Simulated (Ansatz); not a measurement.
Gas-phase electronic energies from Ansatz, PBE0-D4/def2-TZVP geometries. CCSD(T)/CBS adds triple-zeta CCSD(T) − MP2 to the extrapolated MP2 energy (def2 sets, frozen cores). This one scheme is used for every species. DFT in def2-TZVPP. HSE06 is defined as in plane-wave codes. Each species was taken in one conformer, which may not be the lowest.

Reaction (substitution at a C–C bond): `FC(F)CC(F)F` + H–F → `FCC(F)F` + `FCF`

`FC(F)CC(F)F`:

Z-matrix (Å, degrees):
```
C
F 1 1.361
C 1 1.506 2 109.8
F 1 1.355 2 107.4 3 119.1
H 1 1.094 2 107.8 3 -124.5
C 3 1.506 1 112.4 2 -62.2
H 3 1.092 1 108.6 2 58.7
H 3 1.092 1 109.2 2 177.2
F 6 1.355 3 109.5 1 -179.9
F 6 1.361 3 109.8 1 -62.2
H 6 1.094 3 113.9 1 58.7
```

H–F:

Cartesian coordinates in Å:
```
F -0.069 0.287 0.353
H 0.069 -0.287 -0.353
```

`FCC(F)F`:

Cartesian coordinates in Å:
```
F 0.768 1.164 -1.100
C -0.159 0.733 -0.185
C 0.170 -0.680 0.229
F -0.026 -1.531 -0.802
F -0.673 -1.036 1.230
H -1.154 0.757 -0.638
H -0.129 1.386 0.691
H 1.202 -0.794 0.575
```

`FCF`:

Z-matrix (Å, degrees):
```
C
F 1 1.351
F 1 1.351 2 108.6
H 1 1.093 2 108.8 3 118.2
H 1 1.094 2 108.8 3 -118.2
```

```
             level  ΔE (kJ/mol)  difference from CCSD(T)/CBS
       LDA (SPW92)         81.5                         -0.1
           BLYP-D4         61.6                        -20.0
          HSE06-D4         73.5                         -8.1
           ωB97M-V         73.5                         -8.1
               PBE         65.5                        -16.1
       HF/def2-SVP         49.3                        -32.3
     CCSD/def2-SVP         69.5                        -12.1
    MP2/def2-TZVPP         85.3                          3.7
CCSD(T)/def2-TZVPP         77.3                         -4.3
     MP2/CBS(def2)         89.6                          8.0
       CCSD(T)/CBS         81.6                            0
```

Task: What do rigid-rotor, harmonic-oscillator terms from PBE0-D4/def2-TZVP frequencies (298.15 K, 1 bar) make of the CCSD(T)/CBS value? (Estimate.)

Result: Ansatz gave: ΔZPE = +6.1 kJ/mol, ΔH = +84.9 kJ/mol, ΔS = 31 J/(mol·K), ΔG = +75.6 kJ/mol.

Largest T1 diagnostic among the species: 0.012.

From BLYP to BHLYP (50 % exact exchange), in def2-TZVPP and without D4, ΔE moves by +9.0 kJ/mol. Leaving LDA and LC-ωPBE aside and taking each functional with its dispersion term where it has one, the values, not all of them listed here, spread over 16.6 kJ/mol, from BLYP-D4 to PBE-QIDH. LDA lies +16.0 kJ/mol from PBE without D4. At CCSD(T), def2-SVP lies −10.3 kJ/mol from the extrapolated value and def2-TZVPP −4.3 kJ/mol.
